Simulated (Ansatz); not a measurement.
Cost and result up the ladder for the cluster Pb5Se10 (15 atoms). The state is a singlet with charge 0. Geometry: PBE-D4/def2-SVP.

Cartesian coordinates in Å:
```
Pb 2.2006 -1.5442 2.4682
Pb 0.2586 -1.4065 -2.4000
Pb -1.1746 3.3250 0.8272
Pb 2.5989 2.1705 -1.9120
Pb -3.2599 0.3897 -0.2847
Se 1.5568 2.5999 0.6771
Se -1.8315 2.4669 -1.8698
Se -1.4135 0.7618 1.9091
Se 2.9801 -0.4122 -0.9458
Se -0.1629 -2.3272 3.6841
Se -2.3248 -1.7663 -1.5832
Se -1.1174 -3.0420 1.6045
Se -0.0012 1.4576 -3.0091
Se 0.8607 -2.8287 0.2887
Se 0.8300 0.1558 0.5455
```

Ansatz on 2 threads of AMD EPYC 7R13 on a shared host and a share (18 GiB) of an NVIDIA H100 80GB HBM3. Times are rough, and most runs start from the orbitals of an earlier one. No level here is sound enough to serve as a yardstick. Binding counts from free atoms at the same level (Pb triplet, Se triplet; other spins of the atoms weren't run), without zero-point energy or a counterpoise term.

In the def2 sets Pb takes a core potential; there is no spin–orbit coupling. Correlated methods freeze 110 core orbitals; core or outer-core shells of Pb, Se are correlated, in sets that lack core-valence functions. The rows differ in basis, and correlated rows in double-zeta sets carry the largest basis error. Single mean-field runs in def2-SVP, def2-TZVP are fitted with def2-universal-jkfit. Another isomer (singlet) lies 1.06 eV lower at PBE0-D4/def2-TZVP; other spin states weren't run for this one.

Correlated methods converge slowly with the basis, most of all in double-zeta sets.

```tsv
level	functions	wall time
r2SCAN-D4/def2-SVP	450	5.5 s
PBE0-D4/def2-SVP	450	6 s
PBE-D4/def2-SVP (with forces)	450	6 s
PBE-D4/def2-TZVP	730	6 s
B97M-V/def2-SVP	450	7.5 s
PBE0-D4/def2-TZVP	730	10 s
MP2/def2-SVP	450	12 s
RPA@PBE/def2-SVP	450	13 s
```

Q: Estimate what each level gives for the binding energy per atom (eV).

A: 
| level | binding energy per atom (eV) | remarks |
| --- | --- | --- |
| r2SCAN-D4/def2-SVP | 2.76 | restricted SCF unstable in HF |
| PBE0-D4/def2-SVP | 2.77 | restricted SCF unstable in HF |
| PBE-D4/def2-SVP (with forces) | 3.00 | – |
| PBE-D4/def2-TZVP | 3.00 | restricted SCF unstable in HF |
| B97M-V/def2-SVP | 2.71 | restricted SCF unstable in HF |
| PBE0-D4/def2-TZVP | 2.79 | restricted SCF unstable in HF |
| MP2/def2-SVP | 2.44 | restricted SCF unstable |
| RPA@PBE/def2-SVP | 2.04 | – |
